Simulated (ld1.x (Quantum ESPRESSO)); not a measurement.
## Plane-wave convergence, TM potential for As (Z = 33)

```json
{
  "Element": "arsenic (As)",
  "Generator": "ld1.x (Quantum ESPRESSO) 7.5",
  "Type": "norm-conserving Troullier–Martins (Kleinman–Bylander form)",
  "Functional": "PBE",
  "Relativity": "fully relativistic",
  "Frozen core": "[Ar] 3d10",
  "Valence charge": "5",
  "Reference configuration": "4s1.75 4p3.25",
  "Partial waves": "4p (bound): rc 1.40 bohr; 4s (bound): rc 1.55 bohr",
  "Local potential": "the s channel",
  "Core correction": "none"
}
```

Open shells are filled in proportion to 2j + 1 (rel_dist='average').

The pseudo-atom Hamiltonian at the reference potential is diagonalised in spherical Bessel functions j_l(qr) that vanish at 20 bohr, with q² up to the cutoff. All-electron valence levels (Ry): 4p1/2 -0.4078, 4p3/2 -0.3874, 4s -1.0817.

Q: How do the lowest levels (Ry) of each channel move with the cutoff, and are there ghosts?

A:

| cutoff (Ry) | p1/2 #1 | p1/2 #2 | p1/2 #3 | p3/2 #1 | p3/2 #2 | s #1 | d #1 | d #2 | f #1 | Σ f·Δε (mRy) |
| --- | --- | --- | --- | --- | --- | --- | --- | --- | --- | --- |
| 8 | -0.3936 | 0.0257 | 0.1182 | -0.3822 | 0.0263 | -0.9889 | 0.0599 | 0.1359 | 0.1129 | 188.8 |
| 12 | -0.3971 | 0.0255 | 0.1180 | -0.3903 | 0.0260 | -1.0553 | 0.0599 | 0.1358 | 0.1129 | 64.0 |
| 18 | -0.4089 | 0.0251 | 0.1173 | -0.4221 | 0.0247 | -1.0743 | 0.0599 | 0.1357 | 0.1129 | 89.7 |
| 25 | -0.4255 | 0.0245 | 0.1163 | -0.8481 | -0.0011 | -1.0747 | 0.0599 | 0.1356 | 0.1129 | 869.6 |
| 35 | -1.8530 | -0.3694 | 0.0259 | -10.1969 | -0.3626 | -1.0786 | 0.0599 | 0.1355 | 0.1129 | 100.5 |
| 40 | -3.2112 | -0.3932 | 0.0253 | -12.9332 | -0.3734 | -1.0804 | 0.0599 | 0.1355 | 0.1129 | 48.3 |
| 50 | -4.9918 | -0.4053 | 0.0250 | -16.7155 | -0.3845 | -1.0814 | 0.0599 | 0.1355 | 0.1129 | 9.3 |
| 60 | -5.2485 | -0.4069 | 0.0249 | -17.3843 | -0.3866 | -1.0815 | 0.0599 | 0.1355 | 0.1129 | 2.9 |
| 80 | -5.3302 | -0.4072 | 0.0249 | -17.4991 | -0.3869 | -1.0816 | 0.0599 | 0.1355 | 0.1129 | 1.8 |
| 100 | -5.4576 | -0.4076 | 0.0249 | -17.6792 | -0.3872 | -1.0817 | 0.0599 | 0.1355 | 0.1129 | 0.5 |
| 120 | -5.4665 | -0.4076 | 0.0249 | -17.6914 | -0.3872 | -1.0817 | 0.0599 | 0.1355 | 0.1129 | 0.4 |
| 400 | -5.5084 | -0.4077 | 0.0249 | -17.7701 | -0.3874 | -1.0817 | 0.0599 | 0.1355 | 0.1129 | 0.0 |

Result: ghost states, extra bound levels that the all-electron valence spectrum of the same l lacks: p3/2 at -241.8 eV, p1/2 at -74.9 eV (a true bound ghost makes a file unfit for plane-wave use); 10 mRy is reached at 50 Ry and 1 mRy at 100 Ry.
